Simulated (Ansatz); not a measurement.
The molecule BaIn, multiplicity 4 (lowest of 2S+1 = 2, 4 at CCSD(T)/def2-TZVPP on PBE0 minima; our sources give no spin for the ground state, which may be another). No spin–orbit coupling.

Seven points along R, fitted to fifth degree in 1/R; most abundant isotopes. Runs in def2 and cc sets follow the lowest solution found near the PBE0 minimum.

Run with Ansatz (a first-principles code).  In def2 rows elements past Kr take small-core potentials, without spin–orbit coupling.

Energies at B3LYP/def2-TZVPP:

```tsv
R (Å)	E (hartree)
2.936473	-215.65998914
3.015411	-215.66295645
3.088033	-215.66455603
3.170128	-215.66531485
3.252223	-215.66518852
3.346948	-215.66419871
3.457460	-215.66220949
```

Task: With a reduced mass of 62.6791 u, find the minimum, the force constant and the constants.

Result: A fifth-degree polynomial in 1/R puts the minimum at r_e = 3.1973 Å with force constant 52.5 N/m. Then ω_e = (1/2πc)√(k/μ) = 119 cm⁻¹ and B_e = h/(8π²cμr_e²) = 0.02631 cm⁻¹; the cubic and quartic terms give α_e = 7.8e-5 and ω_e x_e = 0.28 cm⁻¹.
